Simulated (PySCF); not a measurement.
Job file and geometry (Å, from GFN2-xTB) of an NMR shielding run on `InChI=1S/C5H9FO2Si/c6-5-1-2-8-9-4-7-3-5/h3H,1-2,4,9H2/b5-3+`, GIAO PBE0/pcSseg-1 NMR shielding, non-relativistic, gas phase in PySCF 2.14.0, density-fitted response routines; density fitting, a coarse starting grid and PySCF grid level 2 are the driver's defaults:

```
$ OMP_NUM_THREADS=1 python probes_run.py task.json out

{"job": {"kind": "nmr", "xc": "PBE0", "basis": "pcSseg-1"}, "charge": 0, "multiplicity": 1}
F     -2.552562     0.847739     0.858701
C     -1.357933     0.758623     0.181459
C     -0.510752     1.752285     0.447919
O      0.736373     2.020513     0.033804
C      1.520593     1.005126    -0.585254
Si     1.704162    -0.571018     0.509135
O      0.607106    -1.707042     0.173024
C     -0.786675    -1.696817     0.088439
C     -1.322538    -0.471166    -0.667258
H     -0.861535     2.537558     1.108080
H      2.491484     1.483930    -0.721779
H      1.136464     0.786207    -1.586382
H      2.903281    -1.303491     0.136204
H      1.648664    -0.095618     1.892618
H     -1.072521    -2.610827    -0.442700
H     -1.217664    -1.726255     1.095809
H     -0.723960    -0.323274    -1.563829
H     -2.350744    -0.680155    -0.969646
```

**Question.** What does the program print?

**Answer.** 
```
coarse grid: 15896 points
cycle   1  E = -734.8316767825  dE =  1.390e+00  |g| = 8.622e-01  |ddm| = 3.870e+00
cycle   2  E = -734.6355824886  dE =  1.961e-01  |g| = 1.358e+00  |ddm| = 1.830e+00
cycle   3  E = -734.9565736160  dE = -3.210e-01  |g| = 1.328e-01  |ddm| = 1.283e+00
cycle   4  E = -734.9594358120  dE = -2.862e-03  |g| = 6.889e-02  |ddm| = 1.602e-01
cycle   5  E = -734.9603307887  dE = -8.950e-04  |g| = 2.003e-02  |ddm| = 6.823e-02
cycle   6  E = -734.9604129254  dE = -8.214e-05  |g| = 6.175e-03  |ddm| = 2.279e-02
cycle   7  E = -734.9604207091  dE = -7.784e-06  |g| = 1.392e-03  |ddm| = 5.850e-03
final grid: 150336 points
cycle   8  E = -735.0425837645  dE = -3.919e-05  |g| = 1.352e-02  |ddm| = 3.325e-02
cycle   9  E = -735.0425358425  dE =  4.792e-05  |g| = 2.118e-02  |ddm| = 2.260e-02
cycle  10  E = -735.0426167242  dE = -8.088e-05  |g| = 1.913e-03  |ddm| = 1.507e-02
cycle  11  E = -735.0426175511  dE = -8.269e-07  |g| = 4.525e-04  |ddm| = 2.044e-03
cycle  12  E = -735.0426175890  dE = -3.798e-08  |g| = 1.919e-04  |ddm| = 5.397e-04
cycle  13  E = -735.0426175962  dE = -7.153e-09  |g| = 3.901e-05  |ddm| = 1.788e-04
cycle  14  E = -735.0426175965  dE = -2.708e-10  |g| = 1.237e-05  |ddm| = 4.312e-05
converged SCF energy = -735.0426175965

GIAO shielding tensors (ppm)
atom      isotropic    diamagn.    paramagn.     s11        s22        s33       span
  0 F      326.349     476.083    -149.733    281.239    311.528    386.281    105.042
  1 C       35.550     256.250    -220.700    -29.446     55.962     80.134    109.580
  2 C       42.156     250.307    -208.151    -44.606     66.351    104.723    149.329
  3 O      257.359     394.692    -137.333    179.553    259.023    333.500    153.947
  4 C      119.691     253.830    -134.139     85.721    106.846    166.507     80.786
  5 Si     363.215     880.092    -516.877    308.343    355.850    425.453    117.111
  6 O      301.000     396.070     -95.070    223.335    311.487    368.179    144.844
  7 C      117.569     242.861    -125.293     91.370    109.572    151.763     60.392
  8 C      149.087     250.686    -101.599    142.315    146.559    158.387     16.071
  9 H       24.523      29.501      -4.978     21.052     24.798     27.719      6.667
 10 H       27.726      29.764      -2.038     23.069     27.134     32.973      9.904
 11 H       27.724      32.669      -4.945     24.965     25.949     32.259      7.294
 12 H       26.819      29.266      -2.446     22.253     25.532     32.673     10.419
 13 H       26.473      29.611      -3.138     23.519     24.449     31.450      7.931
 14 H       27.327      28.345      -1.018     21.821     27.332     32.829     11.009
 15 H       27.678      29.298      -1.621     22.790     27.427     32.816     10.026
 16 H       28.935      32.361      -3.426     25.488     28.142     33.174      7.687
 17 H       29.170      29.514      -0.344     24.712     28.071     34.728     10.016
```

**Question.** Turn these shieldings into chemical shifts. Scale: 19F (170.95 ppm) against CFCl3; TMS for 13C (186.93 ppm), 29Si (349.16 ppm), 1H (31.72 ppm); 17O (336.08 ppm) vs H2O (reference shieldings calculated alike).

**Answer.** Averaging equivalent atoms: F 0: -155.4; C 1: 151.4; C 2: 144.8; C 7: 69.4; C 4: 67.2; C 8: 37.8; O 3: 78.7; O 6: 35.1; Si 5: -14.1; H 9: 7.19; H 12/13: 5.07; H 14/15: 4.21; H 10/11: 3.99; H 16/17: 2.66 ppm. Unscaled 19F shifts against computed CFCl3 carry errors that often reach 10 to 50 ppm. Experimental scales use liquid or dissolved standards, which lie at an offset from isolated H2O (liquid H2O: subtract about 36 ppm).

Size and cost of the density-fitted run: 205 basis functions, 87 s wall time on 1 thread of an Arm Neoverse N1, shared host; peak memory 0.9 GiB.
